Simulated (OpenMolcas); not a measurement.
Sb4+: from CASSCF to CASPT2

```json
{
  "Program": "OpenMolcas 26.06",
  "Basis": "ANO-RCC-VQZP [8s7p5d3f2g]",
  "Scalar Hamiltonian": "DKH2, point nucleus",
  "Active space": "1 electron in 4 orbitals (5s 5p)",
  "State averaging": "2S+1 = 2 even, 1 root; 2S+1 = 2 odd, 3 roots",
  "Spin-orbit coupling": "RASSI with atomic mean-field integrals over the reference wave functions, term energies averaged over their components"
}
```

Methods on the same reference wave functions:
A. CASSCF
B. SS-CASPT2, IPEA 0.25 Eh, imaginary shift 0.1 Eh (closed shells correlated: 4d)

Energies in cm⁻¹ above 5s ²S_1/2, the measured ground level; measured values from Moore, Atomic Energy Levels, vol. III, NSRDS-NBS 35 (1971 reprint of NBS Circular 467, 1958).

```csv
Level,A,B,Measured
5s ²S_1/2,0.0,0.0,0.0
5p ²P°_1/2,80095,82939,81566
5p ²P°_3/2,87340,90184,90553
```

Deviations, from unrounded energies. A percentage is the sum of absolute deviations over the sum of measured energies, with the sign that they share, or ± where signs differ.

```json
{"Against measurement": "mean absolute deviation (cm-1)", "Levels": "2", "A": "2300", "B": "870"}
{"Against measurement": "other configurations (%)", "Levels": "2", "A": "-2.7", "B": "±1.0"}
```

B lies closest to measurement on these levels. The largest miss of B in the table is 5p ²P°_1/2, by +1400 cm-1. The ranking rests on the paired levels alone, and a cruder setting can come out closer through cancelling errors.

The lowest spin-free term lies below A's lowest term by 0.401 hartree in B.

With one active electron the reference holds no correlation, so core polarisation is missing (holds for A). With one active electron, CASPT2 adds the correlation within the correlated inactive shells and between them and that electron, and leaves the splitting within a term as the reference gives it (holds for B). Computed and measured levels are paired by configuration, term and J; levels that our copy of the source lacks, or whose pairing is in doubt (as where it misses far off the trend of its configuration), stay unpaired and out of the deviations. Levels of configurations outside the active space are missing.

° marks odd parity.
